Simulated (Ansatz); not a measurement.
Si3Te, relaxed as a singlet with RKS PBE-D4/def2-SVP in Ansatz, starting from the GFN1-xTB geometry. Force threshold 0.02 eV/Å.

In the def2 sets Te takes a core potential; there is no spin–orbit coupling. The structure comes from a short search, and lower isomers may exist.

Start:

Cartesian coordinates in Å:
```
Si 1.544 1.095 -0.675
Si -0.536 0.201 -1.092
Si 0.634 -0.130 1.050
Te -1.642 -1.167 0.717
```

**Question.** Estimate the energy that the relaxation releases and the steps that it takes.

**Answer.** 0.01 eV, in 4 steps; 2.3 s on 4 threads of Arm Neoverse V1 on a shared host. No frequencies were taken in this run, so the end may be a saddle point.

**Question.** Does the start keep its bonding and symmetry?

**Answer.** By distances, no bond broke or formed. The bond that changes most is Si2–Si3, from 2.46 to 2.43 Å (atoms count from 1). Point group C2v at the start, C2v at the end, both within 0.05 Å.

**Question.** Predict the relaxed structure.

**Answer.** 
```xyz
4

Si    1.543    1.096   -0.674
Si   -0.521    0.203   -1.080
Si    0.632   -0.124    1.032
Te   -1.654   -1.175    0.722
```
Bond lengths: 3 × Si–Si 2.29 to 2.43 Å; 2 × Si–Te 2.54 Å.
